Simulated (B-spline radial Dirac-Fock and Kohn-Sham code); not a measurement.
**Muonic isotope shifts in hydrogen**

Level of theory: the Dirac equation of a negative muon with reduced mass in the field of a spherical finite nucleus, with the Uehling potential to all orders; nuclear polarisation, deformation, hyperfine structure, self-energy, higher-order vacuum polarisation, relativistic recoil and electron screening are left out; a B-spline atomic structure program. Nuclear charge: Gaussian distribution; radii from Angeli and Marinova (2013). Reference ²H, radius 2.1421 fm: 2p3/2 → 1s1/2 1.999 keV, 3d5/2 → 2p3/2 0.3699 keV.

```csv
A,radius (fm),δ⟨r²⟩ (fm²),shift 2p3/2 → 1s (keV),shift 3d5/2 → 2p3/2 (keV)
1,0.8783,-3.817,-0.10,-0.02
3,1.7591,-1.494,+0.04,+0.01
```

Values without a named source are computed, but for edge energies of neutral atoms, which are taken from tables.
